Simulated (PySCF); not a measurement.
CH4ClFSi, SMILES FC[SiH2]Cl. Geometry: ωB97X-D3(BJ)/def2-SVP. One conformer was computed; it need not be the lowest.

Computed with ωB97X-D3(BJ)/def2-SVP in PySCF 2.14.0.

Harmonic wavenumbers (cm⁻¹): 81, 167, 275, 551, 566, 680, 706, 807, 921, 963, 1102, 1251, 1331, 1462, 2277, 2300, 3058, 3123. Rotational constants (GHz): 7.802, 2.438, 2.023; symmetry number 1.

Question: Work out the zero-point energy and the ideal-gas rigid-rotor harmonic-oscillator thermochemistry at 298.15 K and 1 atm.

Answer: ZPE = ½ Σ hcν = ½ × 21620 cm⁻¹ = 30.91 kcal/mol. H − E(el) = 34.95 kcal/mol. Entropy in cal/(mol K): translation 39.68, rotation 26.53, vibration 10.16, total 76.36. G − E(el) = 12.18 kcal/mol. Cp = 19.65 cal/(mol K). Modes under 150 cm⁻¹ make the vibrational entropy uncertain.
